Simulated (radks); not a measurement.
The numbers below are computed, except where a source is named.
Q: All-electron atom: Ce17+ in [Kr] 4d5 (the NIST ground configuration). Level of theory: scalar-relativistic Kohn-Sham, PBEsol, spin-polarised, spherical densities, finite nucleus; open shells are filled with parallel spins first (spin-orbit coupling, left out, can overturn this in heavy ions); Fermi nuclear charge, rms radius 4.8771 fm (a radial shooting solver on a logarithmic mesh with Libxc functionals). Some entries of the table are withheld. Estimate them.

| orbital | occ. | eigenvalue (eV) | <r^2> (bohr^2) |
|---|---|---|---|
| 1s up | 1 | -40649.44 | 0.0008214 |
| 1s down | 1 | -40649.39 | 0.0008214 |
| 2s up | 1 | -6845.796 | 0.01306 |
| 2s down | 1 | -6842.861 | 0.01306 |
| 2p up | 3 | -6174.534 | 0.01041 |
| 2p down | 3 | -6172.212 | 0.01040 |
| 3s up | 1 | -1775.257 | 0.08819 |
| 3s down | 1 | -1773.629 | 0.08805 |
| 3p up | 3 | -1561.831 | 0.08801 |
| 3p down | 3 | -1560.029 | 0.08783 |
| 3d up | 5 | -1260.339 | 0.07472 |
| 3d down | 5 | -1257.751 | 0.07460 |
| 4s up | 1 | (1) | 0.4178 |
| 4s down | 1 | (2) | 0.4182 |
| 4p up | 3 | -566.3573 | 0.4551 |
| 4p down | 3 | -557.8848 | 0.4563 |
| 4d up | 5 | -460.1335 | 0.5043 |
| 4d down | 0 | -451.8027 | 0.5074 |

A: 
(1) 4s up eigenvalue (eV): -639.8694
(2) 4s down eigenvalue (eV): -631.3438
